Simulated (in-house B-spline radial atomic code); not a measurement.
Inner levels of arsenic as electrons are removed. A shift is the extra binding of the orbital against the neutral atom ([Ar] 3d10 4s2 4p3). The density at the nucleus is averaged over the nuclear charge. Computed with a radial B-spline atomic code at the basis-set limit: Dirac-Hartree-Fock, average of the configuration, finite nuclei.

| ion | configuration | shift of 1s1/2 (eV) | radius of 1s1/2 (bohr) | Σ<r²> (bohr²) | change of density at nucleus (bohr⁻³) |
| --- | --- | --- | --- | --- | --- |
| As24+ | [He] 2s2 2p5 | 1224.08 | 0.045396 | 0.27256 | -284.45 |
| As25+ | [He] 2s2 2p4 | 1404.06 | 0.045347 | 0.23117 | -179.17 |
| As26+ | [He] 2s2 2p3 | 1588.38 | 0.045296 | 0.19208 | -70.744 |
| As27+ | [He] 2s2 2p2 | ? | ? | ? | ? |
| As28+ | [He] 2s2 2p1 | ? | ? | ? | ? |
| As29+ | [He] 2s2 | 2167.21 | 0.045127 | 0.087153 | 273.38 |
| As30+ | [He] 2s1 | 2340.76 | 0.045121 | 0.045562 | -1530 |
| As31+ | 1s2 | 2517.04 | 0.04509 | 0.0054564 | -3408.11 |
| As32+ | 1s1 | 3085.94 | 0.044563 | 0.0026611 | -18800.3 |

(1) Fill in the row of As27+.

(2) Fill in the row of As28+.

## Answers

(1) shift of 1s1/2 (eV): 1777.02; radius of 1s1/2 (bohr): 0.045242; Σ<r²> (bohr²): 0.15514; change of density at nucleus (bohr⁻³): 40.818.

(2) shift of 1s1/2 (eV): 1969.97; radius of 1s1/2 (bohr): 0.045186; Σ<r²> (bohr²): 0.12021; change of density at nucleus (bohr⁻³): 155.52.
